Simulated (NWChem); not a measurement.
A series in which one site is exchanged, each optimised at PBE0/def2-SVP with NWChem, gas phase unless a solvent is named. All stand in one matching conformer (torsions within 35°), which need not be the lowest. This build's default masses of Se (78.918 u) and Br (79.917 u) are each other's, which moves their modes by up to 0.6 %. For some, no frequency run checked for a minimum. def2 effective core potentials on Cd; no spin-orbit coupling.

A: [Cd]([SeH])[Br] (CdHSeBr; site = Cd)
B: [SeH][Mg][Br] (MgHSeBr; site = Mg)
C: [SeH][Se]Br (HSe2Br; site = Se)
D: [Br][Zn][SeH] (ZnHSeBr; site = Zn)

```json
[
 {"quantity": "dipole (D), PBE0/def2-SVP", "A": "1.32", "B": "0.92", "C": "(withheld)", "D": "1.11"},
 {"quantity": "vertical ionisation energy, ΔSCF, PBE/def2-SVP (eV)", "A": "8.95", "B": "8.98", "C": "(withheld)", "D": "9.05"},
 {"quantity": "static polarisability, PBE0/def2-SVPD (bohr³)", "A": "86.0", "B": "78.6", "C": "(withheld)", "D": "77.1"}
]
```

**Question.** What belongs in the gaps?

**Answer.** 
- dipole (D), PBE0/def2-SVP, C: 1.74
- vertical ionisation energy, ΔSCF, PBE/def2-SVP (eV), C: 8.71
- static polarisability, PBE0/def2-SVPD (bohr³), C: 83.3
